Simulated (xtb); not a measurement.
C5H13AlO, triplet, at a GFN2-xTB geometry (such geometries of metal compounds can be far from the true shape) (a higher spin typed on purpose: for a closed-shell molecule this is an excited state), atoms displaced at random by about 0.05 Å a coordinate. Base run: xtb with GFN2-xTB.

Input for xtb:
```
$ xtb mol.xyz --gfn 2 --uhf 2 --opt --json

# file mol.xyz
20

Al     0.73320885     0.20971087     1.20370226
C     -1.06687861    -0.28477706     2.47284681
H     -0.86783641    -1.34109691     2.43091627
H     -1.82361605     0.01436953     1.89324991
H     -0.90564829    -0.00129820     3.35935498
C     -0.03670861     2.25101607     1.44993125
H      0.56031901     2.76881173     0.82538520
H     -0.05349929     2.48950113     2.50092908
H     -1.05020761     2.23124886     1.10865709
O      0.62682477    -0.39607146    -0.23984523
C      0.39937951    -0.83104196    -1.46255337
C      0.12638589     0.36494002    -2.51953164
C     -0.85445070    -1.63891030    -1.55736303
H      1.26654156    -1.38683570    -1.90644926
H     -0.74813528     0.96537115    -2.11819761
H     -0.02821670     0.10761027    -3.50669840
H      1.03048533     1.06650408    -2.35904145
H     -0.59635300    -2.65028150    -0.92362611
H     -1.67228581    -1.19164940    -1.26774231
H     -1.03242777    -2.12687151    -2.73233633
```

The base run was repeated with changes; each row names its change, and settings that it needs were set with it.

```tsv
change	ΔE vs base (mEh)	optimiser steps
base	0.000	11
opt level = extreme	-0.006	25
opt level = crude	0.126	6
opt level = loose	0.021	8
alpb = hexane	-12.374	12
engine = lbfgs	0.001	-
alpb = dmso	-12.359	16
opt level = tight	-0.004	14
opt level = vtight	-0.006	22
opt level = sloppy	0.048	7
```
